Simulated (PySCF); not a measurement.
Work out the structure from these simulated measurements.

Formula: C2H11ClSi3.

| Property | Result |
| --- | --- |
| NMR, other nuclei | isotropic shieldings of nuclei other than C and H, by class: 331 (1 Si), 460 (2 Si), 1006 (1 Cl) ppm [GIAO PBE0/pcSseg-1] |
| UV, strongest line | among the 6 lowest singlet transitions: S3 at 6.28 eV (197 nm, f = 0.146) [TDDFT PBE0/def2-SVPD] |
| Dipole | 1.74 D [PBE0/def2-SVPD] |
| Rotational structure | rotational constants A, B, C: 1.303, 1.041, 0.944 GHz [GFN2-xTB] |
| 13C NMR | chemical shifts (computed TMS as zero) by class: 19.1 (1 C), 11.6 (1 C) ppm [GIAO PBE0/pcSseg-1] |
| Polarisability | 126.5 au [PBE0/def2-SVPD] |

Electronic properties: PySCF, gas phase, density fitting. Levels stand in brackets. Geometry: GFN2-xTB, one conformer, isolated molecule. NMR values are class means; diastereotopic atoms form classes of their own.

Task: Give a SMILES that accounts for the data.

Result: Numbering: `[CH3:1][CH2:2][Si:3]([SiH3:4])([SiH3:5])[Cl:6]`. Its formula, C2H11ClSi3, gives 0 degrees of unsaturation, so no ring and no π bond. 2 carbons fall into 2 classes; from least to most shielded: sp3 carbon bound to silicon [C2] (19.1 ppm), methyl carbon [C1] (11.6 ppm). The other shieldings belong to: 331 ppm, chlorine-bound silicon [Si3]; 460 ppm, SiH3 silicon [Si4/Si5]; 1006 ppm, silicon-bound chlorine [Cl6]. The optimised geometry has point group C1 and is an asymmetric top. Structure: `CC[Si]([SiH3])([SiH3])Cl`. Computed isomers that give other values at the same levels: `[SiH3]C[SiH2]C[SiH2]Cl` (13C chemical shifts (computed TMS as zero) by class: 1.0 (1 C), -11.2 (1 C) ppm); `C[Si@H]([SiH3])[SiH2]CCl` (13C chemical shifts (computed TMS as zero) by class: 32.1 (1 C), -5.0 (1 C) ppm). The assignments are read from this structure; whether some other isomer fits the data as well wasn't checked.

Shape of the structure used: `[CH3:1][CH2:2][Si:3]([SiH3:4])([SiH3:5])[Cl:6]`: C1–C2–Si3–Si4 -49°.
